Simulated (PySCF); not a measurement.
## Excitation energy of O by level of theory

O [He] 2s2 2p4 (3P) → O [He] 2s1 2p5 (3P), as a difference of total energies. All numbers are calculated (PySCF 2.14, the non-relativistic Hamiltonian (point nucleus), in aug-cc-pVDZ (4s3p2d, 23 functions)). Correlated levels: valence: 1s2 frozen. The calculations carry no spin-orbit coupling.

```tsv
method	excitation energy (eV)
UHF	16.953
LDA	14.381
PBE	14.590
PBE0	15.237
r2SCAN	15.232
wB97M-V	15.406
BP86	14.584
PW91	14.583
M06-2X	15.291
MP2 (valence)	16.073
SCS-MP2 (valence)	15.984
```

**Question.** How much does correlation contribute at MP2 (valence)?

**Answer.** 16.073 − (16.953) = -0.880 eV, measured against UHF.

The upper state lies above the first ionisation limit, where it may autoionise and the basis confines it.
